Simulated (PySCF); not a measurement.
**Si3PH10NO**

Si3PH10NO is a small molecule, neutral, singlet. The structure, one conformer, was relaxed in the gas phase by PBE0-D3(BJ)/def2-SVP. No frequency run checks that it is a minimum.

SMILES: O[SiH](N[SiH3])P[SiH3]

| atom | x (Å) | y (Å) | z (Å) |
| --- | --- | --- | --- |
| Si1 | 0.315 | 0.809 | 0.632 |
| N2 | -1.076 | 0.308 | -0.273 |
| Si3 | -2.400 | 1.262 | -0.887 |
| O4 | 0.444 | 0.008 | 2.091 |
| P5 | 2.294 | 0.280 | -0.312 |
| Si6 | 2.070 | -1.937 | 0.089 |
| H7 | 0.162 | 2.282 | 0.806 |
| H8 | -1.086 | -0.677 | -0.531 |
| H9 | -2.348 | 2.593 | -0.217 |
| H10 | -3.707 | 0.598 | -0.585 |
| H11 | -2.335 | 1.464 | -2.369 |
| H12 | -0.335 | 0.025 | 2.657 |
| H13 | 1.762 | 0.217 | -1.637 |
| H14 | 0.659 | -2.433 | -0.020 |
| H15 | 2.590 | -2.242 | 1.450 |
| H16 | 2.885 | -2.668 | -0.929 |

Shieldings: GIAO PBE0/pcSseg-1. Shifts are against computed references at the same level: H TMS (σ 31.27 ppm), Si TMS (σ 352.0 ppm). Core levels by delta-SCF with SCAN, pcX-2 on the ionised atom and pcseg-1 elsewhere, spin-free X2C (2p3/2 is the spin-free 2p value less a third of a first-order spin-orbit splitting); from the vacuum level, for chosen atoms.

Problem. Give the NMR and core-level values of the distinct atoms.

Solution. 
```tsv
atoms	bonded to	σ (ppm)	δ (ppm)	core level (eV)
Si1	1 N + 1 O + 1 P + 1 H	351.6	0.4	2p3/2 107.34
N2	2 Si + 1 H	226.1	-	1s 404.31
Si3	1 N + 3 H	406.1	-54.1	2p3/2 107.19
O4	1 Si + 1 H	264.1	-	1s 538.44
P5	2 Si + 1 H	606.3	-	2p3/2 135.65
Si6	1 P + 3 H	428.2	-76.2	-
H7	1 Si	25.93	5.34	-
H8	1 N	30.48	0.79	-
H9 H10 H11	1 Si	26.63	4.64	-
H12	1 O	29.89	1.38	-
H13	1 P	30.52	0.74	-
H14 H15 H16	1 Si	27.07	4.20	-
```

Values are those of this one static structure, with the three H of a rotating XH3 group averaged; atoms that internal rotation interchanges would show their mean in an NMR spectrum.

Problem. By CAM-B3LYP/def2-SVPD (TDDFT singlets, Tamm-Dancoff triplets, ionisation by delta-SCF), where does absorption start, and what does vertical ionisation take?

Solution. The lowest singlet lies at 6.00 eV (f 0.006), the strongest of the first 6 at 7.12 eV (f 0.132), the lowest triplet at 5.45 eV; vertical ionisation takes 9.05 eV.

The 3 runs behind this took 3.8 min in all, one thread each of Arm Neoverse V2 on a shared host, launched as `OMP_NUM_THREADS=1 python cluster_run.py task.json out`.
